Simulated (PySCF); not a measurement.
C6H5, SMILES c1cccc[c]1 (connectivity only; charge and spin as stated), charge +1, multiplicity 1.

The structure is a stationary point at B3LYP-D3(BJ)/def2-SVP. The spin state was assumed, not searched. The isomer is the one that the SMILES or the coordinates give; other isomers of the formula were not compared.

These are TDA-PBE/def2-SVPD (PySCF) values and carry that method's errors.

Vertical excitations. Isolated molecule, no solvent. State labels are in the subgroup C2v.

| state | symmetry | energy (eV) | λ (nm) | f | main pairs |
|---|---|---|---|---|---|
| S1 | A2 | 2.20 | 564 | 0.000 | HOMO−1→LUMO 100 % |
| S2 | B1 | 2.21 | 561 | 0.000 | HOMO→LUMO 100 % |
| S3 | B2 | 4.57 | 271 | 0.001 | HOMO−2→LUMO 97 % |
| S4 | A1 | 5.10 | 243 | 0.008 | HOMO−3→LUMO 88 % |
| S5 | B1 | 5.42 | 229 | 0.002 | HOMO−4→LUMO 100 % |
| S6 | B2 | 5.50 | 225 | 0.005 | HOMO→LUMO+1 61 %, HOMO−1→LUMO+2 37 % |
| S7 | B2 | 6.25 | 198 | 0.012 | HOMO−5→LUMO 68 %, HOMO−1→LUMO+2 23 % |
| S8 | A1 | 6.35 | 195 | 0.014 | HOMO−1→LUMO+1 55 %, HOMO−6→LUMO 35 % |
| S9 | A1 | 6.87 | 180 | 0.000 | HOMO→LUMO+2 54 %, HOMO−6→LUMO 36 % |
| S10 | B1 | 7.37 | 168 | 0.004 | HOMO−2→LUMO+1 100 % |
| T1 | B1 | 1.82 | 680 | 0 | HOMO→LUMO 99 % |
| T2 | A2 | 2.01 | 616 | 0 | HOMO−1→LUMO 100 % |
| T3 | B2 | 4.13 | 300 | 0 | HOMO−2→LUMO 100 % |
| T4 | A1 | 4.19 | 296 | 0 | HOMO−1→LUMO+1 84 % |
Triplets are in the Tamm–Dancoff approximation.
